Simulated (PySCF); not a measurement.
Species: C7H7OSi (doublet state).
Z-matrix (Å and degrees, GFN2-xTB geometry), rows numbered from 1:
```
O 
C   1  1.2083
C   2  1.4625  1  125.71
C   3  1.4024  2  120.64  1   179.79
C   4  1.3853  3  119.35  2  -179.68
C   5  1.3789  4  120.70  3    -0.34
C   6  1.4123  5  121.19  4     0.01
Si  7  1.8359  6  122.00  5  -179.56
C   3  1.3878  2  119.58  1    -0.23
H   2  1.1097  1  120.66  3   179.97
H   4  1.0797  3  119.91  2     0.19
H   5  1.0807  4  119.68  3   179.70
H   6  1.0808  5  119.67  4   179.99
H   8  1.4467  7  120.36  6   179.39
H   8  1.4494  7  120.08  6     1.09
H   9  1.0813  3  117.90  2     0.00
```

The hyperfine couplings belong to this conformer and change with its torsions.

As a line formula: `O=Cc1cccc([SiH2])c1` [radical].

Theory: PySCF, UKS B3LYP, pcH-1 on C H O Si, non-relativistic, mean-field spin-orbit, GIAO. Geometry: GFN2-xTB, one conformer, isolated molecule. A GFN2-xTB geometry isn't a minimum of the functional, and hyperfine couplings can be far from their values at a DFT geometry, by a factor of two or more for some ions and for spin on atoms past the first row. No stability test was run, so a lower SCF solution isn't excluded.

What is the g tensor, term by term?

```json
{"Δg (ppm)": "relativistic mass correction", "1": "-123", "2": "-123", "3": "-123"}
{"Δg (ppm)": "gauge correction", "1": "-1", "2": "29", "3": "31"}
{"Δg (ppm)": "orbital Zeeman/spin–orbit", "1": "-11", "2": "1284", "3": "2644"}
{"Δg (ppm)": "total", "1": "-134", "2": "1189", "3": "2552"}
```

So g = 2.00218, 2.00351, 2.00487 and g_iso = 2.00352; the tensor is rhombic: the two nearest values differ by 49 % of g3 − g1. Axes: g1 is normal to the molecular plane and g3 points within 1° of the C3–C9 bond.

What effective moment and Curie constant follow for a powder?

With the mean of g² = 4.0141 and S(S+1) = 0.75: μ_eff = √(⟨g²⟩S(S+1)) = 1.735 μB and χT = 0.12505·⟨g²⟩·S(S+1) = 0.376 cm³ K/mol (cgs; spin-Hamiltonian part alone).

Average each term over the three axes. Which is largest in size?

The orbital-Zeeman/spin–orbit term 1306, the mass correction -123 and the gauge correction 20 ppm, for a total of 1202 ppm. The orbital-Zeeman/spin–orbit term is the largest in size. The mass correction is the same along every axis, so the anisotropy comes from the other two: their spans along these axes are 32 (gauge) and 2655 ppm (orbital Zeeman/spin–orbit).

In a frozen sample, at which fields do the three g values resonate at 9.5, 34, 94 and 263 GHz (hyperfine left aside), and which band first spreads them over more than twice a line width of 0.3 mT?

```tsv
band	GHz	B(g3) mT	B(g2) mT	B(g1) mT	spread mT
X	9.5	338.55	338.78	339.01	0.45
Q	34.0	1211.66	1212.48	1213.29	1.63
W	94.0	3349.88	3352.16	3354.38	4.49
J	263.0	9372.55	9378.92	9385.12	12.58
```

The spread grows in proportion to the frequency. Q band is the first where it exceeds 0.6 mT.

The largest Mulliken spin populations are on Si8 (+0.98), C4 (+0.14), C9 (+0.12) and C6 (+0.12). No atom but Si8 exceeds +0.15. The positive populations add up to 1.36 and the negative ones to -0.36, together 2S = 1. The angles at Si8 add up to 360.0°, so it is planar; its axial dipolar tensor and the negative couplings of its protons fit spin in a p orbital normal to that plane.

The HOMO–LUMO gaps are 2.80 eV among the α and 4.69 eV among the β orbitals.

The run took 2.3 min of wall time (with the writing of density and orbital grids) on Arm Neoverse V2, one thread, no GPU (shared host), and the process peaked at 1.1 GiB of memory.
